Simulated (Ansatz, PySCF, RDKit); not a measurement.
SiH4 (SMILES [SiH4]) and CH3NO (SMILES NC=O) are pulled apart as rigid monomers along the line of their centres of mass, from the B3LYP-D3(BJ)/def2-TZVP minimum. Starting geometry (charge 0, multiplicity 1):
```tsv
atom	x (Å)	y (Å)	z (Å)
Si	-0.0140	-0.0004	0.1624
H	0.6147	1.0408	1.0129
H	0.2391	0.3896	-1.2487
H	-1.4700	-0.0371	0.3943
H	0.6207	-1.3088	0.4132
N	0.8352	0.5581	4.0270
C	-0.0448	-0.4688	4.0483
O	-0.5991	-0.9288	3.0732
H	1.0584	0.9992	3.1485
H	1.2561	0.9000	4.8724
H	-0.2158	-0.8631	5.0659
```

Interaction energies with rigid monomers; basis-set methods are counterpoise corrected unless marked otherwise.

Rows in 6-31G* carry no dispersion term and start afresh at each structure (6-31G* with six Cartesian d functions).

Programs: Ansatz (an electronic-structure program); PySCF for 6-31G* rows; RDKit for the force fields. Values without a source in brackets are computed.

| Si1···O8 (Å) | MMFF94 (kcal/mol) | UFF (kcal/mol) | PBE/def2-TZVPPD (kcal/mol) | B3LYP/6-31G* (kcal/mol) | wB97M-V/def2-TZVPPD (kcal/mol) |
|---|---|---|---|---|---|
| 2.82 | ___ | 11.46 | -0.45 | 1.64 | -2.10 |
| 3.11 | 0.57 | 0.82 | -1.60 | -0.30 | -2.94 |
| 3.56 | -1.38 | -0.93 | -1.44 | -0.73 | -2.20 |
| 4.31 | -0.95 | -0.52 | -0.68 | -0.45 | ___ |
| 5.53 | -0.32 | -0.15 | -0.18 | -0.14 | -0.28 |

Task: Complete the blanks.

Result: 
- 4.31, wB97M-V/def2-TZVPPD (kcal/mol): -0.96
- 2.82, MMFF94 (kcal/mol): 6.77
